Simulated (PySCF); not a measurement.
Sr: excitation energy

Sr [Kr] 5s2 (1S) → Sr [Kr] 4d2 (3F), as a difference of total energies. Computed with PySCF 2.14 in x2c-TZVPPall with one added diffuse shell each of s, p, d, f type (9s7p7d3f1g, 95 functions), with scalar relativity by spin-free X2C-1e. Correlated levels: valence and next inner shell: [Ar] 3d10 frozen. The calculations carry no spin-orbit coupling.

| method | excitation energy (cm⁻¹) |
| --- | --- |
| UHF | 35552 |
| MP2 (valence and next inner shell) | 38878 |
| SCS-MP2 (valence and next inner shell) | 40218 |
| CCSD (valence and next inner shell) | 38545 |
| CCSD(T) (valence and next inner shell) | 38903 |

A first-order spin-orbit estimate (lowest level to lowest level, LS coupling) adds -0.019 eV.
